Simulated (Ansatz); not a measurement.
CH6InNO can be A, `NC[O][InH2]`, or B, `C[O][InH][NH2]`.

Program: Ansatz. Geometries: PBE0-D4/def2-TZVP. ΔE: electronic, gas phase. CBS: MP2 limit from def2 TZ/QZ plus the TZ coupled-cluster correction, frozen cores. DFT in def2-TZVPP. B3LYP here is the variant with VWN-RPA as its local correlation; programs differ in this. Elements past krypton have def2 core potentials. For In outer-core shells are correlated without core-valence functions, which leaves a few kJ/mol of doubt a bond. Each species was taken in one conformer, which may not be the lowest.

Q: Which is lower in electronic energy at CCSD(T)/CBS, and by how much? (Best estimate.)

A: Ansatz gave: B, by 53.6 kJ/mol.

Q: Give E(B) − E(A) in kJ/mol with r2SCAN-D4, B2PLYP, PBE-D4, CCSD/def2-TZVPP, PBE0-D4, B3LYP-D4, MP2/def2-TZVPP. (Best estimate.)

A: Ansatz gave: r2SCAN-D4 -42.6, B2PLYP -47.5, PBE-D4 -38.3, CCSD/def2-TZVPP -46.2, PBE0-D4 -38.7, B3LYP-D4 -43.3, MP2/def2-TZVPP -53.6. None reverses the order clearly.

Largest T1 diagnostic: 0.016.

In def2-TZVPP, CCSD(T) changes the Hartree–Fock value by −5.1 kJ/mol (the triples alone add −0.4 kJ/mol) and MP2 by −12.1 kJ/mol.
